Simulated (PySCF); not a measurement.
F2Sb (SMILES [F][Sb][F]), doublet, at a GFN2-xTB geometry (the spin is typed, not shown lowest) (core potentials on Sb). Base run: B3LYP/def2-SVP (PySCF).

Input for PySCF:
```python
from pyscf import gto, scf, dft

mol = gto.Mole()
mol.atom = '''
    Sb    0.317716    0.149767    0.120067
    F    -1.053745    0.638952   -1.260176
    F    -0.746646   -1.487629    0.579795
'''
mol.basis = 'def2-svp'
mol.ecp = {'Sb': 'def2-svp'}
mol.charge = 0
mol.spin = 1
mol.verbose = 4
mol.build()

mf = dft.UKS(mol)
mf.xc = 'b3lyp'
mf.kernel()
mf.analyze()
```

Variants of this job, named by their change:

| change | basis functions | E (Eh) | HOMO (eV) | dipole (D) |
|---|---|---|---|---|
| base | 54 | -439.87146 | -6.08 | 4.10 |
| basis = jorge-DZP-DKH; relativity = spin-free X2C (without mol.ecp = {'Sb': 'def2-svp'}) | 78 | -6673.25433 | -6.30 | 4.88 |
| basis = jorge-DZP-DKH; relativity = spin-free X2C; nucleus = Gaussian (with mol.nucmod = 'G'; without mol.ecp = {'Sb': 'def2-svp'}) | 78 | -6673.09445 | -6.30 | 4.88 |
| basis = x2c-SVPall; relativity = none (without mol.ecp = {'Sb': 'def2-svp'}) | 64 | -6364.28122 | -6.93 | 2.33 |
| basis = x2c-TZVPall; relativity = spin-free X2C (without mol.ecp = {'Sb': 'def2-svp'}) | 122 | -6680.97313 | -6.37 | 4.25 |
| basis = x2c-TZVPall; relativity = spin-free X2C; nucleus = Gaussian (with mol.nucmod = 'G'; without mol.ecp = {'Sb': 'def2-svp'}) | 122 | -6680.81443 | -6.37 | 4.25 |
| basis = jorge-DZP-DKH; relativity = none (without mol.ecp = {'Sb': 'def2-svp'}) | 78 | -6449.75962 | -6.52 | 4.33 |
| basis = x2c-SVPall; relativity = spin-free X2C; nucleus = Gaussian (with mol.nucmod = 'G'; without mol.ecp = {'Sb': 'def2-svp'}) | 64 | -6679.83904 | -6.11 | 4.02 |
| basis = x2c-SVPall; relativity = spin-free X2C (without mol.ecp = {'Sb': 'def2-svp'}) | 64 | -6679.97943 | -6.11 | 4.02 |
| basis = x2c-TZVPall; relativity = none (without mol.ecp = {'Sb': 'def2-svp'}) | 122 | -6385.59233 | -6.46 | 3.79 |

Total energies compare only within one method and basis.

Open shells are given as the SCF converged; they aren't shown to be the lowest states, and a large step between rows can be another state.

Basis sets contracted for a relativistic Hamiltonian are a mismatch without it, so the rows without relativity aren't non-relativistic limits. No row has spin-orbit coupling; sets with core potentials leave out the core electrons.
